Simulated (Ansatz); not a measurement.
Stepwise reaction of `[SiH3][S][GeH3]` with ammonia, as a gas-phase model of exchange steps in deposition or etching. ΔE in kJ/mol.

Computed with Ansatz on PBE0-D4/def2-TZVP structures; ΔE is electronic, products minus reactants. CCSD(T)/CBS adds triple-zeta CCSD(T) − MP2 to the extrapolated MP2 energy (def2 sets, frozen cores). This one scheme is used for every species. DFT in def2-TZVPP. B3LYP here is the variant with VWN-RPA as its local correlation; programs differ in this. For Ge outer-core shells are correlated without core-valence functions, which leaves a few kJ/mol of doubt a bond. Scalar relativity is left out up to krypton. Each species was taken in one conformer, which may not be the lowest.

```json
{"step": "2", "reaction": "`N[SiH2][S][GeH3]` + NH₃ → `N[SiH2][S][GeH2][NH2]` + H₂", "PBE-D4": "3.4", "B3LYP-D4": "3.2", "ωB97M-V": "4.0", "CCSD(T)/CBS": "4.7"}
```

**Question.** Give the row of step 1, `[SiH3][S][GeH3]` + NH₃ → `N[SiH2][S][GeH3]` + H₂. (Estimate.)

**Answer.** The calculation gave: 
| step | reaction | PBE-D4 | B3LYP-D4 | ωB97M-V | CCSD(T)/CBS |
| --- | --- | --- | --- | --- | --- |
| 1 | `[SiH3][S][GeH3]` + NH₃ → `N[SiH2][S][GeH3]` + H₂ | -32.7 | -34.8 | -35.8 | -35.5 |

**Question.** By hand: ΔE of the 2 steps together at CCSD(T)/CBS.

**Answer.** (-35.5) + (4.7) = -30.8 kJ/mol, or -15.4 kJ/mol a step.

In ΔE each step is higher than the one before. PBE-D4 differs from CCSD(T)/CBS by -1.3 to 2.8 kJ/mol a step. Isolated molecules leave out the surface, adducts and barriers. Largest T1 diagnostic: 0.011.
